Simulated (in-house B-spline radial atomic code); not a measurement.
Ionising Cl4+ with different functionals

Computed with a B-spline radial code for spherical atoms: four-component Dirac-Coulomb Hamiltonian, Fermi nucleus of rms radius 3.3654 fm, spin-restricted, spherical fractional occupations for the functionals, and exact exchange of hybrids averaged over the configuration. The ionisation energy is the difference of two self-consistent energies, [Ne] 3s2 3p1 → [Ne] 3s2, without Breit or QED terms; ε is the level of the shell that loses the electron (mean over j). The electron is taken from both j subshells in proportion to 2j + 1, so the result is a j average, not the step between ground levels.

```
method                    rung  ΔSCF (eV)  -ε(3p) (eV)
 B3LYP           global hybrid      67.37        61.35
 B97-1           global hybrid      67.16        61.28
 wB97X  range-separated hybrid      67.16        64.25
 HSE06  range-separated hybrid      67.25        61.25
```

Q: Among the functionals, which spreads more, the ΔSCF values or the orbital energies?

A: The orbital energies: ΔSCF values span about 0.21 eV and the orbital energies 3.00 eV; here energy differences depend much less on the functional than eigenvalues do.

Q: How do they compare with the NIST value?

A: NIST lists 67.7 eV ± 0.1 (semi-empirical, ground level to ground level). Errors run from -0.52 to -0.31 eV; B3LYP is closest (-0.31 eV), but part of that can be cancellation, since the calculations leave out Breit-QED terms, spin polarisation, the choice among j levels, multiplet and fine-structure energies.
